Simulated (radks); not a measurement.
Task: All-electron atom: the tantalum ion Ta2.25+ in [Kr] 4d10 4f14 5s2 5d(up 1.5, down 1.5) 5p(up 3, down 2.75) (fractional occupations, a model configuration). Method: scalar-relativistic Kohn-Sham, SCAN, spin-polarised, spherical densities, finite nucleus; meta-GGA in the generalised Kohn-Sham scheme; Fermi nuclear charge, rms radius 5.3507 fm; computed with a radial shooting solver on a logarithmic mesh with Libxc functionals. Some entries of the table are withheld. Estimate them.

| orbital | occ. | eigenvalue (hartree) | <r^2> (bohr^2) | r(max) (bohr) |
|---|---|---|---|---|
| 1s up | 1 | -2478.924 | 0.0004788 | 0.01168 |
| 1s down | 1 | -2478.923 | 0.0004788 | 0.01168 |
| 2s up | 1 | -427.4523 | 0.007370 | 0.06679 |
| 2s down | 1 | -427.4518 | 0.007369 | 0.06679 |
| 2p up | 3 | -374.5689 | 0.006083 | 0.05477 |
| 2p down | 3 | -374.5681 | 0.006083 | 0.05477 |
| 3s up | 1 | -98.89264 | 0.04784 | 0.1884 |
| 3s down | 1 | -98.89210 | 0.04784 | 0.1884 |
| 3p up | 3 | -83.06148 | 0.04860 | 0.1863 |
| 3p down | 3 | -83.06076 | 0.04860 | 0.1863 |
| 3d up | 5 | -64.56084 | 0.04043 | 0.1522 |
| 3d down | 5 | -64.55995 | 0.04043 | 0.1522 |
| 4s up | 1 | -20.92890 | 0.2373 | 0.4291 |
| 4s down | 1 | -20.92767 | 0.2373 | 0.4292 |
| 4p up | 3 | -15.71173 | 0.2701 | 0.4496 |
| 4p down | 3 | -15.71074 | 0.2701 | 0.4496 |
| 4d up | 5 | -9.01106 | 0.3172 | 0.4616 |
| 4d down | 5 | -9.00997 | 0.3171 | 0.4616 |
| 5s up | 1 | -3.43781 | 1.355 | 0.9841 |
| 5s down | 1 | -3.41738 | 1.351 | 0.9819 |
| 5p up | 3 | (1) | 1.871 | 1.123 |
| 5p down | 2.75 | (2) | 1.878 | 1.120 |
| 4f up | 7 | -1.63680 | 0.5161 | 0.4418 |
| 4f down | 7 | -1.63513 | 0.5153 | 0.4418 |
| 5d up | 1.5 | -0.77919 | 4.287 | 1.537 |
| 5d down | 1.5 | -0.77333 | 4.340 | 1.545 |

Result: 
(1) 5p up eigenvalue (hartree): -2.17793
(2) 5p down eigenvalue (hartree): -2.15723
